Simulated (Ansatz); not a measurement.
C$_{11}$H$_{14}$OTi (`[CH3][Ti]12345678([OH])([C@H]9[C@@H]1[C@@H]2[C@@H]3[C@H]94)[C@H]1[C@@H]5[C@@H]6[C@@H]7[C@H]18`) from Hartree–Fock to CCSD(T)

| atom | x (Å) | y (Å) | z (Å) |
| --- | --- | --- | --- |
| C1 | -1.646 | -1.365 | -0.523 |
| Ti2 | -0.045 | 0.080 | -0.315 |
| O3 | -0.089 | 0.595 | -2.102 |
| C4 | 1.371 | -1.782 | -0.913 |
| C5 | 2.182 | -0.637 | -0.929 |
| C6 | 2.227 | -0.114 | 0.376 |
| C7 | 1.468 | -0.968 | 1.212 |
| C8 | 0.932 | -1.990 | 0.414 |
| C9 | -0.406 | 2.431 | -0.034 |
| C10 | 0.157 | 1.952 | 1.163 |
| C11 | -0.766 | 1.059 | 1.752 |
| C12 | -1.894 | 0.990 | 0.914 |
| C13 | -1.670 | 1.834 | -0.191 |
| H14 | -1.970 | -1.827 | 0.413 |
| H15 | -1.322 | -2.158 | -1.202 |
| H16 | -2.499 | -0.856 | -0.976 |
| H17 | 0.366 | 0.042 | -2.739 |
| H18 | 1.099 | -2.385 | -1.766 |
| H19 | 2.645 | -0.192 | -1.796 |
| H20 | 2.774 | 0.763 | 0.684 |
| H21 | 1.321 | -0.848 | 2.273 |
| H22 | 0.290 | -2.788 | 0.749 |
| H23 | 0.075 | 3.084 | -0.746 |
| H24 | 1.120 | 2.225 | 1.565 |
| H25 | -0.634 | 0.523 | 2.679 |
| H26 | -2.772 | 0.390 | 1.086 |
| H27 | -2.315 | 1.944 | -1.048 |

The species carries charge 0 and has multiplicity 1. Correlated methods include outer-core shells of Ti, which these sets cover unevenly. Scalar relativity is left out up to krypton. Geometry: relaxed with PBE0-D4/def2-TZVP. It is one conformer, not always the lowest. Frozen core, restricted reference, Ansatz.

| basis | HF (Eh) | MP2 corr. | CCSD corr. | (T) | CCSD(T) total |
| --- | --- | --- | --- | --- | --- |
| def2-SVP | -1347.49145 | -2.06528 | -2.10095 | -0.10881 | -1349.70121 |
| def2-TZVPP | -1348.16649 | -2.55947 | -2.55705 | -0.15227 | -1350.87581 |
| def2-QZVPP | -1348.20223 | -2.72528 | – | – | – |
